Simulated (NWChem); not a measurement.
C2H4O2Si2; SMILES O1[SiH2]O[SiH]1C#C

```xyz
10

C      0.6425    -3.0947     0.0000
C      0.1225    -1.9946     0.0000
Si    -0.6990    -0.3684     0.0000
O     -0.1235     0.6859     1.1943
Si     0.4639     1.7410     0.0000
O     -0.1235     0.6859    -1.1943
H      1.1076    -4.0653     0.0000
H     -2.1691    -0.5427     0.0000
H     -0.2035     3.0689     0.0000
H      1.9430     1.8836     0.0000
```
Atoms are numbered in this order, from 1.

Program: NWChem. The geometry was optimised at PBE0/def2-SVP.

### Question
Taking B3LYP/def2-TZVPP as the yardstick, which of these has the fewest basis functions while keeping “dipole (D)” within 0.05 D of it: B3LYP/def2-SVP; B3LYP/def2-TZVP; B3LYP/STO-3G; B3LYP/def2-SVPD?

### Answer
B3LYP/def2-SVP.
```tsv
level	basis functions	dipole (D)	relative time (rough)
B3LYP/STO-3G	42	0.32	1
B3LYP/def2-SVP	112	0.88	4
B3LYP/def2-SVPD	166	0.87	10
B3LYP/def2-TZVP	222	0.86	20
B3LYP/def2-TZVPP	264	0.86	30
```

The yardstick is one finite set, not the basis-set limit.
